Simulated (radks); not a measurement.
Results of a calculation; reference values are marked as such.
Initial-state core-level shifts of the praseodymium ion Pr+ when its valence configuration changes from [Xe] 4f3 6s1. Code: a radial shooting solver on a logarithmic mesh with Libxc functionals. Model: scalar-relativistic Kohn-Sham, LDA (Slater exchange, Perdew-Wang correlation), spin-polarised, spherical densities, point nucleus; open shells are filled with parallel spins first (spin-orbit coupling, left out, can overturn this in heavy ions). Shifts are changes of the shell-averaged eigenvalues in eV (positive: less bound).

valence,1s,3p,4d,5s
4f2 6s2,-8.632,-10.212,-9.160,-5.642
4f4,+5.519,+6.482,+6.019,+4.012
4f3 5d0.5 6s0.5,+0.879,+0.880,+0.905,+0.944
4f3 5d1,+1.720,+1.723,+1.773,+1.857
4f2.5 6s1 6p0.5,-4.549,-5.272,-4.824,-3.223
4f2 5d2,-4.221,-5.725,-4.660,-1.257
4f3.5 6p0.5,+2.740,+3.333,+3.019,+1.759
4f2 6s1 6p1,-9.629,-11.219,-10.159,-6.606
4f2.5 6s1.5,-4.045,-4.763,-4.318,-2.731
